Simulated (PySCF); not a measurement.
# Ionisation energy of Kr by level of theory

Kr [Kr] (1S) → Kr⁺ [Ar] 3d10 4s2 4p5 (2P), as a difference of total energies. All numbers are calculated (PySCF 2.14, the non-relativistic Hamiltonian (point nucleus), in pcseg-2 (6s5p3d1f, 43 functions)). Correlated levels: valence: [Ar] 3d10 frozen. The calculations carry no spin-orbit coupling.

| method | ionisation energy (eV) | difference from reference (eV) |
| --- | --- | --- |
| UHF | 13.092 | -1.130 |
| TPSS | 14.120 | -0.102 |
| BP86 | 14.193 | -0.029 |
| MP2 (valence) | 14.020 | -0.202 |
| SCS-MP2 (valence) | 13.934 | -0.288 |
| CCSD (valence) | 13.896 | -0.326 |
| CCSD(T) (valence) | 13.932 | -0.290 |

Reference: 14.222 eV (measured; NIST levels, between the centres of gravity of the two terms).

These non-relativistic numbers lack the scalar-relativistic shift.

Errors of the correlated levels include the incompleteness of this basis and the frozen core.
